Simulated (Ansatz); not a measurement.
A geometry relaxed with Ansatz (a quantum-chemistry and plane-wave program) with B3LYP-D3(BJ)/def2-TZVP, charge 0, multiplicity 1:

```xyz
5

S      1.1674     0.2713     0.4723
H      1.5614    -0.7307    -0.3342
C     -0.5539     0.1587     0.0298
O     -1.0337    -0.6140    -0.7476
H     -1.1412     0.9147     0.5796
```

Task: Write the SMILES of this molecule.

Result: `O=CS`
